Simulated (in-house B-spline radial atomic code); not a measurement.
RPA and G0W0 for Ca2+, [Ne] 3s2 3p6, as one setting changes: the radius of a hard wall (bohr). Start: PBE. A dash marks a level of low quasi-particle weight. Computed with a B-spline radial code for spherical atoms: all electrons, non-relativistic, point nucleus, each spin shell either full or empty, empty states to l = 9 with an (l + 1/2)⁻⁴ tail; G0W0 by contour deformation at full frequency.

```
radius of a hard wall (bohr)  mean-field level (eV)  G0W0 level (eV)  RPA correlation (Eh)
                           2                -19.296       3p -29.849               -1.2249
                         2.5                 -35.28        3p -44.55               -1.1798
                           3                      ?                ?                     ?
                         3.5                 -42.28        3p -50.40               -1.1609
                           4                 -42.83        3p -50.75               -1.1598
                           5                      ?                ?                     ?
                           6                 -43.06        3p -50.83               -1.1592
                           8                 -43.06        3p -50.83               -1.1591
                          12                 -43.06        3p -50.82               -1.1589
```

(1) What belongs in the row for 5?

(2) What belongs in the row for 3?

Results:

(1) mean-field level (eV): -43.04; G0W0 level (eV): 3p -50.83; RPA correlation (Eh): -1.1593.

(2) mean-field level (eV): -40.54; G0W0 level (eV): 3p -49.07; RPA correlation (Eh): -1.1652.
